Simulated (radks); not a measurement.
Values are calculated unless marked as measured or tabulated.
Ionisation of Tb+, [Xe] 4f9 6s1, to Tb2+, [Xe] 4f9, under several functionals. Scalar-relativistic Kohn-Sham, spin-polarised, spherical densities, finite nucleus; open shells are filled with parallel spins first (spin-orbit coupling, left out, can overturn this in heavy ions); a radial shooting solver on a logarithmic mesh with Libxc functionals.

| functional | E(Tb+) (hartree) | Exc (hartree) | IE (eV) | -e(HOMO) (eV) | <r> HOMO (bohr) | IE error (eV) |
|---|---|---|---|---|---|---|
| LDA (Slater exchange, Perdew-Zunger correlation) | -11700.2290 | -248.1695 | 11.981 | 7.552 | 0.9365 | +0.468 |
| PBE | -11707.9674 | -255.9245 | 11.795 | 7.121 | 0.9394 | +0.282 |
| r2SCAN | -11709.2235 | -256.4534 | 11.550 | 6.085 | 0.9560 | +0.037 |
| XLYP | -11709.5733 | -257.5197 | 11.903 | 7.019 | 0.9480 | +0.390 |
| SOGGA | -11703.5503 | -251.4904 | 11.644 | 7.067 | 0.9373 | +0.131 |
| LDA (Slater exchange, VWN5 correlation) | -11700.2586 | -248.1999 | 11.994 | 7.506 | 0.9374 | +0.481 |
| revPBE | -11708.2719 | -256.2333 | 11.674 | 7.055 | 0.9406 | +0.161 |
| PW91 | -11709.3045 | -257.2701 | 11.838 | 7.226 | 0.9399 | +0.325 |
| PBEsol | -11704.0401 | -251.9833 | 11.727 | 7.186 | 0.9378 | +0.214 |
| exchange-only r2SCAN | -11705.5011 | -252.6794 | 10.979 | 4.512 | 0.9611 | -0.534 |

NIST Atomic Spectra Database: 11.51 eV (semi-empirical). Closest: r2SCAN. The Delta-SCF values span 1.01 eV, the total energies 9.34 hartree. The highest occupied level is 4f. Open shells are spherical and high-spin; term and fine-structure splittings are not resolved. Spin-orbit splitting is averaged out at the scalar-relativistic level.
